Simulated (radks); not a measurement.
Results of a calculation; reference values are marked as such.
Problem. Radial electron density D(r) = 4 pi r^2 rho(r) of an atom or ion with 19 electrons. Level of theory: scalar-relativistic Kohn-Sham, PBEsol, spin-polarised, spherical densities, finite nucleus; Fermi nuclear charge, rms radius of each element as measured or else 0.836 A^(1/3) + 0.57 fm (a radial shooting solver on a logarithmic mesh with Libxc functionals).

| r (bohr) | D(r) (e/bohr) | spin D(r) |
|---|---|---|
| 0.001319 | 8.725 | -0.000118 |
| 0.001663 | 12.42 | -0.000167 |
| 0.002114 | 17.66 | -0.000236 |
| 0.002666 | 24.43 | -0.000324 |
| 0.003362 | 33.11 | -0.000434 |
| 0.004274 | 44.16 | -0.000570 |
| 0.00539 | 56.50 | -0.000712 |
| 0.006853 | 69.92 | -0.000843 |
| 0.008642 | 81.78 | -0.000895 |
| 0.01099 | 90.43 | -0.000710 |
| 0.01385 | 93.22 | 0.000155 |
| 0.01761 | 90.10 | 0.00327 |
| 0.02221 | 84.48 | 0.0129 |
| 0.02824 | 82.80 | 0.0436 |
| 0.03561 | 90.92 | 0.128 |
| 0.04527 | 107.1 | 0.353 |
| 0.05709 | 116.8 | 0.849 |
| 0.072 | 105.6 | 1.80 |
| 0.09153 | 74.96 | 3.36 |
| 0.1154 | 51.71 | 5.07 |
| 0.1467 | 52.00 | 6.09 |
| 0.1851 | 57.47 | 5.42 |
| 0.2352 | 42.84 | 3.27 |
| 0.2967 | 18.37 | 1.25 |
| 0.3771 | 3.803 | 0.254 |
| 0.4756 | 0.3681 | 0.0260 |
| 0.6046 | 0.01161 | 0.000940 |
| 0.7625 | 0.0001179 | 0.0000117 |

What is the nuclear charge?

Solution. Z = 69. The innermost maximum, from 1s, lies near gamma/Z bohr with gamma = sqrt(1 - (Z/c)^2) = 0.864, here 0.0125 bohr (found: 0.0137), and its height grows with Z. The density is that of the thulium ion Tm50+ in [Ar] 3d1; the configuration itself is not fixed sharply by these data, and Z only to a few units. D(r) has 3 maxima, at r = 0.0137, 0.0575, 0.181 bohr, and minima at 0.0265, 0.128 bohr, inside which lie 1.94, 10.56 electrons.
